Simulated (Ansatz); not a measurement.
input.yaml

```yaml
crystal:
  periodic: [false, false, false]
  atoms:
    - { symbol: C, position_ang: [-0.37041, 1.52972, -1.66362] }
    - { symbol: Si, position_ang: [0.75179, 0.39876, -0.8992] }
    - { symbol: Al, position_ang: [0.24265, -0.86284, 1.08207] }
    - { symbol: S, position_ang: [1.41534, -1.29214, 2.89423] }
    - { symbol: H, position_ang: [-1.38389, 1.64103, -1.31344] }
    - { symbol: H, position_ang: [-0.13718, 2.10442, -2.54355] }
    - { symbol: H, position_ang: [2.11535, 0.34366, -1.48485] }
    - { symbol: H, position_ang: [-1.13743, -1.59863, 1.25956] }
    - { symbol: H, position_ang: [0.40175, -2.0738, 3.27763] }
basis:
  gaussian: { orbitals: cc-pVDZ }
hamiltonian:
  xc: { name: BHLYP }
relax:
  f_tol: 0.015
  max_steps: 40
```

Launched with:

```bash
$ ansatz run input.yaml --threads 2 --pin off --max-ram 3072MiB --backend cpu --events-out ev --progress --plain --runs-dir out
```

Hardware: 2 threads of Arm Neoverse V2, on a shared host.

Q: Roughly how long does this run take, and how much memory?

A: 29 s, with a peak of 0.2 GiB, for 12 ionic steps.
